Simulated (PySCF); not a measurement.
**Energy of Cr⁺ (chromium, charge +1) between two integer charges**

The 3d alpha orbital of [Ar] 3d5 is emptied in steps (occupation f), with all orbitals relaxed, ending at [Ar] 3d4. Calculation: PySCF 2.14, in def2-TZVPPD (6s6p4d2f1g, 67 functions); no relativity, point nucleus. The exact energy is a straight line in f; departures are measured from the line between the end points of the same method.

```tsv
f	BHandHLYP (eV)	wB97X (eV)	TPSS (eV)
1	0.000	0.000	0.000
0.8	-0.331	-0.267	-0.997
0.6	-0.510	-0.416	-1.520
0.4	-0.521	-0.430	-1.543
0.2	-0.355	-0.295	-1.043
0	0.000	0.000	0.000
```

```
   method  E(f=0) − E(f=1) (eV)  −ε at f=1 (eV)  −ε at f=0.4 (eV)
BHandHLYP                16.359          14.351            16.737
    wB97X                16.486          14.883            16.777
     TPSS                16.937          10.810            18.112
```

Orbital energy along the path (eV):

```tsv
f	BHandHLYP	wB97X	TPSS
1	-14.351	-14.883	-10.810
0.8	-15.072	-15.432	-13.114
0.6	-15.873	-16.067	-15.554
0.4	-16.737	-16.777	-18.112
0.2	-17.654	-17.552	-20.778
0	-18.618	-18.373	-23.539
```

Reference removal energy between the ground levels: 16.486 eV (measured; NIST Atomic Spectra Database, ionization energies). The calculation has no spin-orbit coupling. The determinant left behind need not be the lowest term of the ion.
